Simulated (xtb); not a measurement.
C2H9ClOSi2, SMILES C[SiH2][Si@H](OC)Cl. All values are semi-empirical tight-binding results from xtb (GFN2-xTB unless named), good for trends rather than for accurate numbers. Geometry optimised at GFN2-xTB. The structure was generated by enumeration; whether it is a known compound was not checked. One conformer was computed; it need not be the lowest.

```yaml
orbital_gap: 4.52 eV
dipole_moment: 1.67 D
zero_point_energy: 65.4 kcal/mol
G − E(el) at 298.15 K (modified RRHO): 42.1 kcal/mol
static polarisability (D4 model): 99.6 bohr³
solvation energy, GFN2-xTB/ALPB(water): -1.7 kcal/mol
solvation energy, GFN2-xTB/ALPB(methanol): -5.8 kcal/mol
```
